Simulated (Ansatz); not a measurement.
Isolated molecules relaxed with PBE0-D4/def2-TZVP in Ansatz; ΔE leaves out vibrations. CCSD(T)/CBS adds triple-zeta CCSD(T) − MP2 to the extrapolated MP2 energy (def2 sets, frozen cores). This one scheme is used for every species. DFT in def2-TZVPP. For Ge outer-core shells are correlated without core-valence functions, which leaves a few kJ/mol of doubt a bond. Scalar relativity is left out up to krypton. Each species was taken in one conformer, which may not be the lowest.

Reaction (cleavage of the Si–Si bond): `[SiH3][SiH2][S][GeH3]` + NH₃ → `N[SiH2][S][GeH3]` + SiH₄

```tsv
level	ΔE (kcal/mol)
PBE0-D4	-9.7
r2SCAN	-12.2
CCSD(T)/def2-TZVPP	-12.9
MP2/def2-QZVPP	-14.3
```

Question: What does CCSD(T)/CBS give? (Best estimate.)

Answer: Ansatz gave: -12.5 kcal/mol. The listed levels differ from it by 2.8, 0.3, -0.4, -1.8 kcal/mol.

Largest T1 diagnostic among the species: 0.012.

In def2-TZVPP, CCSD(T) changes the Hartree–Fock value by +4.8 kcal/mol (the triples alone add +0.6 kcal/mol) and MP2 by +3.2 kcal/mol. The D4 term adds +1.4 kcal/mol with B3LYP and +0.8 kcal/mol with PBE0; it sums over pairs of atoms, weighted by their polarisabilities, and B3LYP, whose exchange is more repulsive, gets the larger term.

B3LYP here is the variant with VWN-RPA as its local correlation; programs differ in this.
